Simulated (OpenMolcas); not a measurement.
Mo²⁺: effect of the IPEA shift

```
Program             : OpenMolcas 26.06
Basis               : ANO-RCC-VTZP [7s6p4d2f1g]
Scalar Hamiltonian  : DKH2, point nucleus
Active space        : 4 electrons in 5 orbitals (4d)
State averaging     : 2S+1 = 5 even, 5 roots; 2S+1 = 3 even, 45 roots kept (CI in the orbitals of an earlier block); 2S+1 = 1 even, 50 roots kept (CI in the orbitals of an earlier block)
Spin-orbit coupling : RASSI with atomic mean-field integrals over the reference wave functions, term energies averaged over their components
```

Methods on the same reference wave functions:
A. CASSCF
B. MS-CASPT2, IPEA 0 Eh, imaginary shift 0.1 Eh (closed shells correlated: 4s 4p)
C. MS-CASPT2, IPEA 0.25 Eh, imaginary shift 0.1 Eh (closed shells correlated: 4s 4p)

Energies in cm⁻¹ above 4d⁴ ⁵D₀, the measured ground level; measured values from Sugar and Musgrove, J. Phys. Chem. Ref. Data 17, 155 (1988).

| Level | A | B | C | Measured |
| --- | --- | --- | --- | --- |
| 4d⁴ ⁵D₀ | 0.0 | 0.0 | 0.0 | 0.0 |
| 4d⁴ ⁵D₁ | 218 | 245 | 235 | 242 |
| 4d⁴ ⁵D₂ | 619 | 672 | 654 | 668 |
| 4d⁴ ⁵D₃ | 1162 | 1223 | 1202 | 1224 |
| 4d⁴ ⁵D₄ | 1815 | 1858 | 1844 | 1872 |
| 4d⁴ ³H₄ | 15883 | 13250 | 13810 | 12680 |
| 4d⁴ ³P₀(1) | 16313 | 10870 | 12300 | 11149 |
| 4d⁴ ³H₅ | 16375 | 13850 | 14370 | 13276 |
| 4d⁴ ³H₆ | 16853 | 14380 | 14890 | 13811 |
| 4d⁴ ³P₁(1) | 17554 | 12090 | 13550 | 12510 |
| 4d⁴ ³F₃(1) | 18428 | 14080 | 15190 | 13948 |
| 4d⁴ ³F₂(1) | 18512 | 14010 | 15210 | 13929 |
| 4d⁴ ³F₄(1) | 18665 | 14420 | 15500 | 14296 |
| 4d⁴ ³P₂(1) | 19473 | 13950 | 15420 | 14358 |
| 4d⁴ ³G₃ | 20319 | 16370 | 17150 | 15871 |
| 4d⁴ ³G₄ | 20730 | 16840 | 17570 | 16283 |
| 4d⁴ ³G₅ | 21032 | 17290 | 17950 | 16714 |
| 4d⁴ ¹I₆ | 24391 | 21310 | 21460 | 20290 |
| 4d⁴ ³D₃ | 25665 | 19780 | 20830 | 19488 |
| 4d⁴ ³D₂ | 25816 | 19910 | 20960 | 19577 |
| 4d⁴ ³D₁ | 26066 | 20200 | 21260 |  |
| 4d⁴ ¹G₄(1) | 26090 | 21840 | 22270 | 20612 |
| 4d⁴ ¹S₀(1) | 29911 | 23350 | 24440 | 22990 |
| 4d⁴ ¹D₂(1) | 31584 | 24350 | 25290 | 22806 |

Deviations, from unrounded energies. A percentage is the sum of absolute deviations over the sum of measured energies, with the sign that they share, or ± where signs differ.

```csv
Against measurement,Levels,A,B,C
mean absolute deviation (cm-1),22,4100,440,1100
fine structure of the ground term (%),4,-4.8,±0.5,-1.8
other terms of the ground configuration (%),18,+30.2,±3.3,+8.0
```

B lies closest to measurement on these levels and A furthest from it. The largest miss of B in the table is 4d⁴ ¹D₂(1), by +1500 cm-1. The ranking rests on the paired levels alone, and a cruder setting can come out closer through cancelling errors.

Between B and C the level of the table that moves most is 4d⁴ ³P₂(1), by 1500 cm-1 (lowest in B, highest in C). Moves below CASPT2's spread within the term are not significant.

The mean deviations of B to C differ by less than CASPT2's widest spread within a term (1500 cm-1), so their order carries little weight.

From A to B the spin-free energies of the other terms of 4d⁴ shown, above ⁵D, scale by factors of 0.68 to 0.86.

The lowest spin-free term lies below A's lowest term by 0.341 hartree in B, 0.329 hartree in C.

CASPT2 breaks the degeneracy within a term, and the mean is taken; among the terms shown or strongly mixed into the levels shown the widest spread is 1500 cm-1 (4d⁴ ¹I, C). Levels of configurations with an s electron are missing; early in the row they begin among the upper levels of the d shell and mix with terms of their name. Some levels mix across a computed gap that differs much from the measured one, so their mixing is not that of the real levels. Terms from blocks run as CI alone lack orbitals of their own. The CASPT2 spread within a term exceeds the gap to the next term for 4d⁴ ¹I and 4d⁴ ¹G(1), so the order of their levels is uncertain (figures for B; the like holds for C). Without dynamic correlation excited terms often stand tens of per cent too high (terms of higher spin than the ground term too low), and those without a measured partner can miss by more than the paired ones (holds for A). Computed and measured levels are paired by configuration, term and J; levels that our copy of the source lacks, or whose pairing is in doubt (as where it misses far off the trend of its configuration), stay unpaired and out of the deviations. Only configurations of the active space appear. Levels that lie high or do not pair safely by name in every column are left out.

A number in round brackets counts repeated terms of one configuration in the order of the reference energies.
